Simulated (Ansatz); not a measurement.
Ansatz (an electronic-structure program) input (B3LYP/6-31G*):

Ansatz 0.2 input:
```yaml
crystal:
  periodic: [false, false, false]
  atoms:
    - {symbol: F, position_ang: [-0.16152327, 2.27318755, 0.49826857]}
    - {symbol: C, position_ang: [-0.10705347, 0.92910549, 0.19962454]}
    - {symbol: C, position_ang: [-1.28460781, 0.17228425, -0.08718129]}
    - {symbol: C, position_ang: [-1.12098821, -1.18083167, -0.37715013]}
    - {symbol: S, position_ang: [0.64440540, -1.41773120, -0.25737034]}
    - {symbol: C, position_ang: [1.06923128, 0.23766106, 0.15874945]}
    - {symbol: H, position_ang: [-2.26366951, 0.65844274, -0.07336892]}
    - {symbol: H, position_ang: [2.06740182, 0.61725373, 0.34262169]}
basis:
  gaussian:
    orbitals: 6-31G*
hamiltonian:
  xc: {name: B3LYP}
total_charge: -1
phonons: {temperatures: {t_min: 298.15, t_max: 298.15, t_step: 100}}
```

Output:

```
Functional definition: B3LYP
integrals: 0.05 GiB planned
1040 factors; integrals over basis functions are off by at most 4.2e-4 eV
mean field: 0.40 GiB planned
mean field evaluation 1: about -17726.1680 eV, gradient 4.3e1 eV
mean field evaluation 2: about -17717.0237 eV, gradient 7.3e1 eV
mean field evaluation 4: about -17730.6069 eV, gradient 8.3e0 eV
mean field evaluation 8: about -17730.7995 eV, gradient 1.5e-1 eV
mean field evaluation 16: about -17730.7995 eV, gradient 5.4e-5 eV
mean field -17730.79953147 eV, -651.5948644139 hartree, gradient 5.4e-5 eV, S^2 0.000000; 0 other end points of the search recorded, 0 dependent functions left out
the calculation of the forces begins
reference -17730.79973761 eV, -651.5948719893 hartree; 26, 26 occupied and 72, 72 virtual orbitals, 1040 factors
these checks for a lower state are left out or cut short: stability, starts, cluster_reference, orbital_swaps, neighbouring_geometries, increment
integrals: 0.05 GiB planned
1040 factors; integrals over basis functions are off by at most 4.2e-4 eV
mean field: 0.40 GiB planned
mean field -17730.79941908 eV, -651.5948602835 hartree, gradient 1.1e-6 eV, S^2 0.000000; 0 other end points of the search recorded, 0 dependent functions left out
the calculation of the forces begins
reference -17730.79962529 eV, -651.5948678617 hartree; 26, 26 occupied and 72, 72 virtual orbitals, 1040 factors
these checks for a lower state are left out or cut short: stability, starts, cluster_reference, orbital_swaps, neighbouring_geometries, increment
integrals: 0.05 GiB planned
1040 factors; integrals over basis functions are off by at most 4.2e-4 eV
mean field: 0.40 GiB planned
mean field evaluation 32: about -17730.7994 eV, gradient 1.1e-6 eV
mean field -17730.79943096 eV, -651.5948607201 hartree, gradient 1.1e-6 eV, S^2 0.000000; 0 other end points of the search recorded, 0 dependent functions left out
the calculation of the forces begins
reference -17730.79963702 eV, -651.5948682929 hartree; 26, 26 occupied and 72, 72 virtual orbitals, 1040 factors
these checks for a lower state are left out or cut short: stability, starts, cluster_reference, orbital_swaps, neighbouring_geometries, increment
integrals: 0.05 GiB planned
1040 factors; integrals over basis functions are off by at most 4.2e-4 eV
mean field: 0.40 GiB planned
mean field -17730.79951882 eV, -651.5948639491 hartree, gradient 1.9e-6 eV, S^2 0.000000; 0 other end points of the search recorded, 0 dependent functions left out
the calculation of the forces begins
reference -17730.79972496 eV, -651.5948715245 hartree; 26, 26 occupied and 72, 72 virtual orbitals, 1040 factors
these checks for a lower state are left out or cut short: stability, starts, cluster_reference, orbital_swaps, neighbouring_geometries, increment
integrals: 0.05 GiB planned
1040 factors; integrals over basis functions are off by at most 4.2e-4 eV
mean field: 0.40 GiB planned
mean field -17730.79952048 eV, -651.5948640102 hartree, gradient 2.0e-6 eV, S^2 0.000000; 0 other end points of the search recorded, 0 dependent functions left out
the calculation of the forces begins
reference -17730.79972662 eV, -651.5948715857 hartree; 26, 26 occupied and 72, 72 virtual orbitals, 1040 factors
these checks for a lower state are left out or cut short: stability, starts, cluster_reference, orbital_swaps, neighbouring_geometries, increment
integrals: 0.05 GiB planned
1040 factors; integrals over basis functions are off by at most 4.2e-4 eV
mean field: 0.40 GiB planned
mean field -17730.79933827 eV, -651.5948573141 hartree, gradient 1.4e-6 eV, S^2 0.000000; 0 other end points of the search recorded, 0 dependent functions left out
the calculation of the forces begins
reference -17730.79954445 eV, -651.5948648911 hartree; 26, 26 occupied and 72, 72 virtual orbitals, 1040 factors
these checks for a lower state are left out or cut short: stability, starts, cluster_reference, orbital_swaps, neighbouring_geometries, increment
integrals: 0.05 GiB planned
1040 factors; integrals over basis functions are off by at most 4.2e-4 eV
mean field: 0.40 GiB planned
mean field -17730.79933366 eV, -651.5948571445 hartree, gradient 2.2e-6 eV, S^2 0.000000; 0 other end points of the search recorded, 0 dependent functions left out
the calculation of the forces begins
reference -17730.79953975 eV, -651.5948647184 hartree; 26, 26 occupied and 72, 72 virtual orbitals, 1040 factors
these checks for a lower state are left out or cut short: stability, starts, cluster_reference, orbital_swaps, neighbouring_geometries, increment
integrals: 0.05 GiB planned
1040 factors; integrals over basis functions are off by at most 4.2e-4 eV
mean field: 0.40 GiB planned
mean field evaluation 64: about -17730.7994 eV, gradient 1.4e-6 eV
[...]
the calculation of the forces begins
reference -17730.79970443 eV, -651.5948707700 hartree; 26, 26 occupied and 72, 72 virtual orbitals, 1040 factors
these checks for a lower state are left out or cut short: stability, starts, cluster_reference, orbital_swaps, neighbouring_geometries, increment
integrals: 0.05 GiB planned
1040 factors; integrals over basis functions are off by at most 4.2e-4 eV
mean field: 0.40 GiB planned
mean field -17730.79940020 eV, -651.5948595898 hartree, gradient 2.1e-6 eV, S^2 0.000000; 0 other end points of the search recorded, 0 dependent functions left out
the calculation of the forces begins
reference -17730.79960630 eV, -651.5948671639 hartree; 26, 26 occupied and 72, 72 virtual orbitals, 1040 factors
these checks for a lower state are left out or cut short: stability, starts, cluster_reference, orbital_swaps, neighbouring_geometries, increment
integrals: 0.05 GiB planned
1040 factors; integrals over basis functions are off by at most 4.2e-4 eV
mean field: 0.40 GiB planned
mean field evaluation 160: about -17730.7994 eV, gradient 2.5e-6 eV
mean field -17730.79939894 eV, -651.5948595435 hartree, gradient 2.5e-6 eV, S^2 0.000000; 0 other end points of the search recorded, 0 dependent functions left out
the calculation of the forces begins
reference -17730.79960511 eV, -651.5948671203 hartree; 26, 26 occupied and 72, 72 virtual orbitals, 1040 factors
these checks for a lower state are left out or cut short: stability, starts, cluster_reference, orbital_swaps, neighbouring_geometries, increment
integrals: 0.05 GiB planned
1040 factors; integrals over basis functions are off by at most 4.2e-4 eV
mean field: 0.40 GiB planned
mean field -17730.79939673 eV, -651.5948594625 hartree, gradient 2.0e-6 eV, S^2 0.000000; 0 other end points of the search recorded, 0 dependent functions left out
the calculation of the forces begins
reference -17730.79960285 eV, -651.5948670370 hartree; 26, 26 occupied and 72, 72 virtual orbitals, 1040 factors
these checks for a lower state are left out or cut short: stability, starts, cluster_reference, orbital_swaps, neighbouring_geometries, increment
integrals: 0.05 GiB planned
1040 factors; integrals over basis functions are off by at most 4.2e-4 eV
mean field: 0.40 GiB planned
mean field -17730.79940645 eV, -651.5948598197 hartree, gradient 1.9e-6 eV, S^2 0.000000; 0 other end points of the search recorded, 0 dependent functions left out
the calculation of the forces begins
reference -17730.79961262 eV, -651.5948673961 hartree; 26, 26 occupied and 72, 72 virtual orbitals, 1040 factors
these checks for a lower state are left out or cut short: stability, starts, cluster_reference, orbital_swaps, neighbouring_geometries, increment
integrals: 0.05 GiB planned
1040 factors; integrals over basis functions are off by at most 4.2e-4 eV
mean field: 0.40 GiB planned
mean field -17730.79950184 eV, -651.5948633251 hartree, gradient 2.8e-6 eV, S^2 0.000000; 0 other end points of the search recorded, 0 dependent functions left out
the calculation of the forces begins
reference -17730.79970803 eV, -651.5948709024 hartree; 26, 26 occupied and 72, 72 virtual orbitals, 1040 factors
these checks for a lower state are left out or cut short: stability, starts, cluster_reference, orbital_swaps, neighbouring_geometries, increment
integrals: 0.05 GiB planned
1040 factors; integrals over basis functions are off by at most 4.2e-4 eV
mean field: 0.40 GiB planned
mean field -17730.79949799 eV, -651.5948631837 hartree, gradient 2.2e-6 eV, S^2 0.000000; 0 other end points of the search recorded, 0 dependent functions left out
the calculation of the forces begins
reference -17730.79970408 eV, -651.5948707573 hartree; 26, 26 occupied and 72, 72 virtual orbitals, 1040 factors
these checks for a lower state are left out or cut short: stability, starts, cluster_reference, orbital_swaps, neighbouring_geometries, increment
integrals: 0.05 GiB planned
1040 factors; integrals over basis functions are off by at most 4.2e-4 eV
mean field: 0.40 GiB planned
mean field evaluation 192: about -17730.7995 eV, gradient 3.7e-5 eV
mean field -17730.79947909 eV, -651.5948624889 hartree, gradient 2.3e-6 eV, S^2 0.000000; 0 other end points of the search recorded, 0 dependent functions left out
the calculation of the forces begins
reference -17730.79968519 eV, -651.5948700632 hartree; 26, 26 occupied and 72, 72 virtual orbitals, 1040 factors
these checks for a lower state are left out or cut short: stability, starts, cluster_reference, orbital_swaps, neighbouring_geometries, increment
integrals: 0.05 GiB planned
1040 factors; integrals over basis functions are off by at most 4.2e-4 eV
mean field: 0.40 GiB planned
mean field -17730.79948984 eV, -651.5948628841 hartree, gradient 2.8e-6 eV, S^2 0.000000; 0 other end points of the search recorded, 0 dependent functions left out
the calculation of the forces begins
reference -17730.79969601 eV, -651.5948704607 hartree; 26, 26 occupied and 72, 72 virtual orbitals, 1040 factors
these checks for a lower state are left out or cut short: stability, starts, cluster_reference, orbital_swaps, neighbouring_geometries, increment
integrals: 0.05 GiB planned
1040 factors; integrals over basis functions are off by at most 4.2e-4 eV
mean field: 0.40 GiB planned
mean field -17730.79950478 eV, -651.5948634331 hartree, gradient 2.8e-6 eV, S^2 0.000000; 0 other end points of the search recorded, 0 dependent functions left out
the calculation of the forces begins
reference -17730.79971089 eV, -651.5948710073 hartree; 26, 26 occupied and 72, 72 virtual orbitals, 1040 factors
these checks for a lower state are left out or cut short: stability, starts, cluster_reference, orbital_swaps, neighbouring_geometries, increment
integrals: 0.05 GiB planned
1040 factors; integrals over basis functions are off by at most 4.2e-4 eV
mean field: 0.40 GiB planned
mean field -17730.79950620 eV, -651.5948634852 hartree, gradient 1.8e-6 eV, S^2 0.000000; 0 other end points of the search recorded, 0 dependent functions left out
the calculation of the forces begins
reference -17730.79971237 eV, -651.5948710618 hartree; 26, 26 occupied and 72, 72 virtual orbitals, 1040 factors
these checks for a lower state are left out or cut short: stability, starts, cluster_reference, orbital_swaps, neighbouring_geometries, increment
integrals: 0.05 GiB planned
1040 factors; integrals over basis functions are off by at most 4.2e-4 eV
mean field: 0.40 GiB planned
mean field -17730.79948207 eV, -651.5948625985 hartree, gradient 1.5e-6 eV, S^2 0.000000; 0 other end points of the search recorded, 0 dependent functions left out
the calculation of the forces begins
reference -17730.79968822 eV, -651.5948701743 hartree; 26, 26 occupied and 72, 72 virtual orbitals, 1040 factors
these checks for a lower state are left out or cut short: stability, starts, cluster_reference, orbital_swaps, neighbouring_geometries, increment
integrals: 0.05 GiB planned
1040 factors; integrals over basis functions are off by at most 4.2e-4 eV
mean field: 0.40 GiB planned
mean field evaluation 224: about -17730.7995 eV, gradient 3.6e-5 eV
mean field -17730.79947933 eV, -651.5948624977 hartree, gradient 1.4e-6 eV, S^2 0.000000; 0 other end points of the search recorded, 0 dependent functions left out
the calculation of the forces begins
reference -17730.79968545 eV, -651.5948700727 hartree; 26, 26 occupied and 72, 72 virtual orbitals, 1040 factors
Total energy: -17730.79973761 eV, -651.5948719893 hartree
Atom 0 at    -0.161523     2.273188     0.498269 Å, force    -0.000472    -0.002539    -0.000621 eV/Å
Atom 1 at    -0.107053     0.929105     0.199625 Å, force     0.001682     0.001056     0.000404 eV/Å
Atom 2 at    -1.284608     0.172284    -0.087181 Å, force     0.002202     0.001462     0.000547 eV/Å
Atom 3 at    -1.120988    -1.180832    -0.377150 Å, force     0.000547    -0.000470    -0.000052 eV/Å
Atom 4 at     0.644405    -1.417731    -0.257370 Å, force     0.001055    -0.000218     0.000054 eV/Å
Atom 5 at     1.069231     0.237661     0.158749 Å, force    -0.002755     0.000171    -0.000232 eV/Å
Atom 6 at    -2.263670     0.658443    -0.073369 Å, force    -0.002995     0.000819    -0.000109 eV/Å
Atom 7 at     2.067402     0.617254     0.342622 Å, force     0.000735    -0.000280     0.000009 eV/Å
Dipole moment:     0.504973     0.637404     0.193750 e Å
Vibrations: 267.62 379.81 473.09 527.82 564.54 598.11 657.89 701.99 782.44 801.21 965.60 1118.86 1184.96 1321.58 1414.16 1575.32 3103.26 3221.03 cm⁻¹, zero-point energy 1.218721 eV
```

The blocks after the first are displaced geometries, from whose forces the wavenumbers follow.

The dipole moment of an ion depends on the origin.
